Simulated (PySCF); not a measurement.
# SbP⁺: one state, many levels of theory

State: ²Π (doublet), unpaired electrons π ↑. Set-up: PySCF, scalar-relativistic core potentials, basis sets Sb aug-cc-pVDZ-PP with ECP28, P aug-cc-pV(D+d)Z. De refers to Sb⁺ + P in their high-spin ground configurations, without counterpoise correction. The functionals are run spin-unrestricted. A positive dipole points towards P; it is taken about the centre of mass and depends on that origin. Levels whose curve was spin-contaminated or gave no clean fit are not listed.

```json
{"Level": "UHF-CCSD", "Re (Å)": "2.324", "ωe (cm⁻¹)": "441", "De (eV)": "2.34", "μ (D)": "n/a"}
{"Level": "UHF-CCSD(T)", "Re (Å)": "2.345", "ωe (cm⁻¹)": "419", "De (eV)": "2.62", "μ (D)": "n/a"}
{"Level": "PBE", "Re (Å)": "2.329", "ωe (cm⁻¹)": "437", "De (eV)": "3.62", "μ (D)": "0.88"}
{"Level": "r²SCAN", "Re (Å)": "2.306", "ωe (cm⁻¹)": "454", "De (eV)": "3.26", "μ (D)": "0.85"}
{"Level": "TPSSh", "Re (Å)": "2.306", "ωe (cm⁻¹)": "457", "De (eV)": "3.28", "μ (D)": "0.79"}
{"Level": "M06", "Re (Å)": "2.307", "ωe (cm⁻¹)": "460", "De (eV)": "3.73", "μ (D)": "0.42"}
```

(1) Which functional lies closest to UHF-CCSD(T) in De, which farthest, and by how much do they differ from it?

(2) What does the step from GGA to meta-GGA do here, going from PBE to r²SCAN?

(3) What does the triples do here, going from UHF-CCSD to UHF-CCSD(T)?

Correlated steps freeze 9 core orbitals. Correlated levels converge slowly with the basis: in double zeta they bind strong bonds too weakly, by up to about 1 eV, and carry superposition errors of some tenths. These are scalar-relativistic numbers at best; spin–orbit coupling would shift them, the dissociation energy most. For an ion De counts to the pair picked by the measured ionisation energies or electron affinities, which need not be the lowest pair at this level. The state is the lowest determinant that a PBE0 search found; another state may lie lower at other levels.

Results:

(1) Closest is r²SCAN (-3.9 pm in Re, +8.4 % in ωe, +0.64 eV in De against UHF-CCSD(T) in the same basis), farthest M06 (-3.8 pm in Re, +9.8 % in ωe, +1.11 eV in De). CCSD(T) converges more slowly with the basis than the functionals do and binds too weakly in this one, so the order can change at the basis-set limit.

(2) r²SCAN less PBE: -2.3 pm in Re, +3.9 % in ωe, -0.36 eV in De. 

(3) UHF-CCSD(T) less UHF-CCSD: +2.1 pm in Re, -5.0 % in ωe, +0.28 eV in De. Correlation nearly always deepens the well. The bond lengthens, as in strong covalent bonds, where excitations into antibonding orbitals dominate.
